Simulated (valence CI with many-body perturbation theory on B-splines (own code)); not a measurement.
E1 transitions of Mo X

Computed by configuration interaction combined with many-body perturbation theory (CI+MBPT): five valence electrons over a frozen Dirac-Fock core [Ar] 3d10, a basis of 11 s, 11 p, 10 d, 8 f, 5 g, 2 h functions for each j, with the one-electron correlation potential Σ1, the two-electron term Σ2, the three-electron term Σ3, Breit, model QED; selected CI, second order for the rest, scaled by the run's own slope (own B-spline code, finite nucleus).

No measured spectrum was set against this ion. As an estimate, levels hold to about 250 cm⁻¹ or 0.2 % of their energy and the worst to 1 %, as in measured heavy ions of charge 2 to 7; those with d or f electrons hold less well. Among the levels kept, up to 2800 cm⁻¹ of a level comes from second order outside the variational space, and about a tenth of that is noise between levels of different J, which matters for small intervals.

Lines 101 to 150 of 575 in falling wavelength, among levels below 98.091 eV, chosen from the strongest by gf and those to the six lowest levels. Wavelengths and rates use the calculated energies, so an error of 700 cm⁻¹ moves a line at 368.9 Å by 0.26 % and its rate by three times that or more. Electric multipoles are in the length gauge, E1 and E2 with the static RPA response of the core. Weak lines are less certain than strong ones. Lines between different terms over intervals too small for the method are left out, as are lines whose strength nearly cancels. Where a level lies close to another of its J and parity, the split of strength between their lines is uncertain. The highest levels of a list are the least certain.

Names give the largest LS component (configuration and term), which can be under half, so a name can repeat, a term be missing and a line seem to break the LS rules; names also repeat where a configuration has a term twice. Letters in brackets count levels of one name in rising energy.

```
λ vac (Å)                   Upper                  Lower   A (s⁻¹)  S (a.u.)
    368.9           4s 4p4 2P_1/2        4s2 4p3 2P°_3/2  1.07e+10  5.30e-01
    367.4   4s 4p3 4d 2D°_5/2 [c]  4s2 4p2 4d 2D_5/2 [b]  6.42e+09  9.43e-01
    366.0   4s 4p3 4d 2D°_3/2 [a]  4s2 4p2 4d 2F_5/2 [a]  3.88e+09  3.76e-01
    364.5   4s 4p3 4d 4P°_5/2 [b]  4s2 4p2 4d 2F_7/2 [a]  2.11e+09  3.03e-01
    362.3   4s 4p3 4d 2F°_7/2 [a]  4s2 4p2 4d 2F_7/2 [a]  1.66e+09  3.11e-01
    362.1   4s 4p3 4d 2P°_3/2 [d]  4s2 4p2 4d 2F_5/2 [b]  2.85e+09  2.67e-01
    361.5           4s 4p4 2D_3/2        4s2 4p3 4S°_3/2  2.44e+08  2.28e-02
    361.3   4s 4p3 4d 2F°_7/2 [b]      4s2 4p2 4d 2G_7/2  1.40e+09  2.61e-01
    353.5           4s 4p4 2P_3/2        4s2 4p3 2D°_5/2  1.32e+10  1.15e+00
    352.8   4s 4p3 4d 4D°_5/2 [e]      4s2 4p2 4d 4D_7/2  2.40e+09  3.12e-01
    350.4   4s 4p3 4d 2F°_5/2 [a]  4s2 4p2 4d 2F_5/2 [a]  2.21e+09  2.82e-01
    350.1   4s 4p3 4d 4D°_5/2 [c]  4s2 4p2 4d 2F_7/2 [a]  5.20e+09  6.60e-01
    349.6   4s 4p3 4d 2G°_7/2 [b]  4s2 4p2 4d 2F_7/2 [a]  1.75e+09  2.95e-01
    349.2   4s 4p3 4d 2P°_3/2 [c]  4s2 4p2 4d 2D_5/2 [a]  7.90e+09  6.65e-01
    347.6           4s 4p4 2S_1/2        4s2 4p3 2D°_3/2  8.42e+09  3.49e-01
    346.5   4s 4p3 4d 2F°_7/2 [b]      4s2 4p2 4d 4D_7/2  3.24e+09  5.33e-01
    346.2      4s2 4p2 5p 2S°_1/2  4s2 4p2 4d 2D_3/2 [b]  4.96e+09  2.03e-01
    345.7   4s 4p3 4d 2D°_5/2 [b]      4s2 4p2 4d 2G_7/2  2.38e+09  2.91e-01
    343.5   4s 4p3 4d 2F°_5/2 [c]      4s2 4p2 4d 2G_7/2  5.28e+09  6.33e-01
    343.0           4s 4p4 2P_3/2        4s2 4p3 2D°_3/2  1.26e+09  1.01e-01
    342.4   4s 4p3 4d 4D°_5/2 [c]      4s2 4p2 4d 4F_7/2  2.74e+09  3.26e-01
    341.3             4p5 2P°_3/2          4s 4p4 4P_5/2  4.10e+08  3.21e-02
    337.4   4s 4p3 4d 4D°_3/2 [c]  4s2 4p2 4d 2F_5/2 [a]  4.25e+09  3.22e-01
    335.7   4s 4p3 4d 2F°_7/2 [d]      4s2 4p2 4d 2G_9/2  1.07e+10  1.61e+00
    335.0   4s 4p3 4d 4D°_7/2 [d]      4s2 4p2 4d 4F_9/2  1.18e+10  1.74e+00
    334.8   4s 4p3 4d 4D°_3/2 [d]      4s2 4p2 4d 4D_5/2  2.28e+09  1.69e-01
    334.7      4s2 4p2 5p 2F°_5/2  4s2 4p2 4d 2F_7/2 [b]  2.03e+09  2.26e-01
    331.8   4s 4p3 4d 4D°_7/2 [d]  4s2 4p2 4d 2F_7/2 [a]  2.58e+09  3.72e-01
    330.1   4s 4p3 4d 2F°_5/2 [c]      4s2 4p2 4d 4D_7/2  2.11e+09  2.25e-01
    329.9       4s2 4p2 4d 4D_1/2        4s2 4p3 2P°_3/2  9.47e+08  3.36e-02
    329.0      4s2 4p2 4f 4G°_7/2      4s2 4p2 4d 2G_9/2  4.28e+09  6.02e-01
    328.6   4s 4p3 4d 2F°_5/2 [b]  4s2 4p2 4d 2F_5/2 [a]  1.80e+09  1.89e-01
    328.3       4s2 4p2 4d 4D_3/2        4s2 4p3 2P°_3/2  1.55e+08  1.08e-02
    328.1  4s2 4p 4d2 4G°_5/2 [a]      4s2 4p2 4d 2G_7/2  4.07e+09  4.26e-01
    327.0   4s 4p3 4d 4D°_5/2 [e]  4s2 4p2 4d 2F_7/2 [a]  2.99e+09  3.09e-01
    326.3  4s2 4p2 5p 2P°_3/2 [b]  4s2 4p2 4d 2F_5/2 [b]  3.45e+09  2.36e-01
    326.2   4s 4p3 4d 4D°_3/2 [c]      4s2 4p2 4d 4F_5/2  2.97e+09  2.04e-01
    325.3   4s 4p3 4d 4D°_1/2 [d]      4s2 4p2 4d 4D_3/2  4.84e+09  1.64e-01
    324.9   4s 4p3 4d 4D°_7/2 [d]      4s2 4p2 4d 4F_7/2  2.97e+09  4.02e-01
    324.6   4s 4p3 4d 2F°_7/2 [b]      4s2 4p2 4d 4F_9/2  6.81e+09  9.20e-01
    321.3   4s 4p3 4d 2D°_3/2 [c]      4s2 4p2 4d 4D_5/2  3.43e+09  2.25e-01
    320.5       4s 4p3 4d 6D°_3/2          4s 4p4 4P_5/2  1.91e+08  1.24e-02
    320.3   4s 4p3 4d 4D°_5/2 [e]      4s2 4p2 4d 4F_7/2  8.64e+09  8.41e-01
    319.9   4s 4p3 4d 4D°_3/2 [d]  4s2 4p2 4d 2F_5/2 [a]  4.70e+09  3.04e-01
    319.9       4s 4p3 4d 6D°_5/2          4s 4p4 4P_5/2  2.10e+08  2.03e-02
    319.0       4s 4p3 4d 6D°_7/2          4s 4p4 4P_5/2  7.48e+07  9.59e-03
    318.0   4s 4p3 4d 2D°_5/2 [c]      4s2 4p2 4d 2G_7/2  3.32e+09  3.16e-01
    317.7           4s 4p4 2S_1/2        4s2 4p3 4S°_3/2  6.85e+08  2.17e-02
    317.7           4s 4p4 2P_1/2        4s2 4p3 2D°_3/2  2.86e+09  9.07e-02
    316.4  4s2 4p2 5p 2D°_5/2 [c]  4s2 4p2 4d 2F_7/2 [b]  6.88e+09  6.45e-01
```
